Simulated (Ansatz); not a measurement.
Geometry optimisation, RKS PBE-D4/def2-SVP in Ansatz 0.2.0.

The input (input.yaml):

```yaml
crystal:
  periodic: [false, false, false]
  atoms:
    - { symbol: Ga, position_ang: [0.195277, 0.638185, -0.314216] }
    - { symbol: O, position_ang: [-0.331007, 0.24061, 2.588202] }
    - { symbol: H, position_ang: [-1.059558, -0.165469, 2.068262] }
    - { symbol: "N", position_ang: [1.562984, 0.044267, -1.362869] }
    - { symbol: H, position_ang: [1.618924, -0.922983, -1.688104] }
    - { symbol: H, position_ang: [2.496054, 0.449412, -1.262668] }
    - { symbol: O, position_ang: [-1.378517, -0.269587, -0.229427] }
    - { symbol: H, position_ang: [-1.399109, -1.091069, -0.752176] }
    - { symbol: H, position_ang: [0.144052, 1.957354, 0.533711] }
    - { symbol: H, position_ang: [-0.2878, 1.13518, 2.157685] }
basis:
  gaussian: { orbitals: def2-SVP }
hamiltonian:
  xc: pbe
  dispersion: d4
relax:
  f_tol: 0.03
  max_steps: 50
```

Command:

```bash
$ ansatz run input.yaml --threads 2 --pin off --max-ram 3072MiB --backend cpu --events-out ev --progress --plain --runs-dir out
```

Task: Where does it end, and by what steps?

Result: The forces met the threshold. After 9 steps the energy has fallen by 0.475 eV; O2 moved furthest, 0.78 Å. Joined: Ga1–O2.

```tsv
step	energy less start (eV)	largest force component (eV/Å)	accepted
0	0.0000	0.618	yes
1	-0.0297	2.199	yes
2	-0.1274	1.909	yes
3	-0.2831	1.398	yes
4	-0.3951	0.935	yes
5	-0.4417	0.590	yes
6	-0.4452	0.490	yes
7	-0.4718	0.139	yes
8	-0.4742	0.080	yes
9	-0.4749	0.028	yes
```

```xyz
10
Properties=species:S:1:pos:R:3
Ga 0.135 0.812 -0.156
O 0.048 0.071 1.933
H -0.784 -0.328 1.511
N 1.458 -0.019 -1.135
H 1.602 -1.027 -1.025
H 2.371 0.442 -1.189
O -1.460 -0.175 -0.051
H -1.524 -0.902 -0.696
H 0.000 2.364 0.026
H -0.284 0.778 2.520
```

Whether the end is a true minimum wasn't checked by a vibrational analysis.

The run took 32 s on 2 threads of Arm Neoverse N1 (shared host), peak memory 0.15 GiB.
